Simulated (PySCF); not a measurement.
## C₆ coefficients of unlike pairs at PBE

Calculated with PySCF 2.14 from the dipole response of each species, C₆(A,B) = (3/π) ∫ α_A(iu) α_B(iu) du, in atomic units, from isotropic polarisabilities. For ions this is the dispersion term alone; charge-induced terms of lower order in 1/R come first.

| species | configuration | basis | relativity | α (bohr³) | C₆ (like pair) |
| --- | --- | --- | --- | --- | --- |
| Zn⁺ | [Ar] 3d10 4s1 (2S) | dyall-av2z (16s12p7d2f) | none | 17.70 | 73.11 |
| Si²⁺ | [Ne] 3s2 (1S) | dyall-acv3z (19s12p6d4f) | spin-free X2C | 11.59 | 39.68 |
| Se⁺ | [Ar] 3d10 4s2 4p3 (4S) | aug-cc-pwCVTZ-PP with ECP10MDF (8s7p6d4f1g) | core potential | 14.53 | 90.44 |
| Sb³⁺ | [Kr] 4d10 5s2 (1S) | aug-cc-pwCVDZ-PP with ECP28MDF (6s5p4d1f) | core potential | 10.02 | 44.69 |

**Question.** Estimate C₆ for Se⁺ with Si²⁺.

**Answer.** The integral gives 58.88. The combination rule 2 C_A C_B / (C_A α_B/α_A + C_B α_A/α_B) gives 58.89 and the geometric mean 59.91.

No spin-orbit coupling is included.

The other pairs:

| pair | C₆ |
| --- | --- |
| Si²⁺, Zn⁺ | 53.46 |
| Sb³⁺, Se⁺ | 63.13 |
| Sb³⁺, Si²⁺ | 40.73 |
| Se⁺, Zn⁺ | 79.11 |
| Sb³⁺, Zn⁺ | 55.28 |
